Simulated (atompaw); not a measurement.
# What the settings do to the PAW (atompaw) potential of Ga (Z = 31)

Base potential:

atompaw 4.2.0.5 input, output lines left out:

```
Ga 31
LDA-PW scalarrelativistic loggrid 1500 logderivrange -3 5 201
4 4 3 0 0 0
4 1 1
0 0 0
c
c
c
v
c
c
v
v
2
2.50 2.25 2.00 2.05
y
1.3
n
y
0.45
n
y
3.2
n
custom rrkj vanderbiltortho besselshape
bessel
2.50
1.40
2.50
2.50
1.50
1.50
```

All-electron outer shells of the reference configuration (LDA (PW92), scalar-relativistic, ld1.x):

```tsv
shell	level (eV)	outermost node (bohr)	outermost maximum (bohr)
3s	-147.44	0.27	0.56
3p	-98.66	0.24	0.56
3d	-19.41	–	0.53
4s	-9.17	0.81	1.87
4p	-2.73	0.87	2.53
```

Cutoffs, loose and tight: the cutoffs (Ry, on a coarse ladder) from which the occupation-weighted sum of valence levels, in a spherical-Bessel basis at the reference potential, stays within 10 and 1 mRy of its value at 400 Ry. They see the waves, projectors and local potential, not the compensation charge or the core. A dash means not determined.

A true bound ghost makes a file unfit for plane-wave use even where its test errors are small: the radial tests pick states by their node count and pass the ghost by.

| change | outcome | cutoff, loose | cutoff, tight | bound ghosts |
| --- | --- | --- | --- | --- |
| base | generated | 50 Ry | 90 Ry | none |
| wave 3d (bound): rc 1.50 bohr becomes 3d (bound): rc 2.34 bohr | generated | 18 Ry | 30 Ry | none |
| wave 3d (bound): rc 1.50 bohr becomes 3d (bound): rc 2.40 bohr | generated | 18 Ry | 30 Ry | none |
| augmentation gaussian compensation charge, radius 2.25 bohr; PAW radius 2.50 bohr; waves and projectors: custom rrkj vanderbiltortho | generated | 50 Ry | 90 Ry | none |
| wave 3d channel at 3.2 Ry: rc 1.50 bohr becomes 3d channel at -1.23 Ry: rc 1.50 bohr | generated | 50 Ry | 90 Ry | none |
| reference 3d10 4s2 4p0 | generated | 50 Ry | 90 Ry | none |
| augmentation besselshape compensation charge, radius 2.12 bohr; PAW radius 2.50 bohr; waves and projectors: custom rrkj vanderbiltortho | generated | 50 Ry | 90 Ry | none |

(1) What comes out with this change to the base: core [Ar] 3d10, valence charge 3; reference 4s1 4p2; waves now 4s (bound): rc 2.80 bohr; 4s channel at -0.4 Ry: rc 1.65 bohr; 4p (bound): rc 2.80 bohr; 4p channel at 0.6 Ry: rc 2.80 bohr; local potential bessel scheme, radius 2.20 bohr; core correction smooth core density matched at 2.50 bohr; augmentation besselshape compensation charge, radius 2.10 bohr; PAW radius 2.80 bohr; waves and projectors: custom rrkj vanderbiltortho?

(2) What comes out with this change to the base: augmentation besselshape compensation charge, radius 2.25 bohr; PAW radius 2.50 bohr; waves and projectors: custom polynom vanderbiltortho?

(3) What comes out with this change to the base: functional PBE?

## Answers

(1) outcome: generated, no UPF (negative core plus compensation charge); cutoff, loose: 6 Ry; cutoff, tight: 8 Ry; bound ghosts: none.

(2) outcome: generated; cutoff, loose: 70 Ry; cutoff, tight: 110 Ry; bound ghosts: s.

(3) outcome: generated; cutoff, loose: 50 Ry; cutoff, tight: 80 Ry; bound ghosts: none.
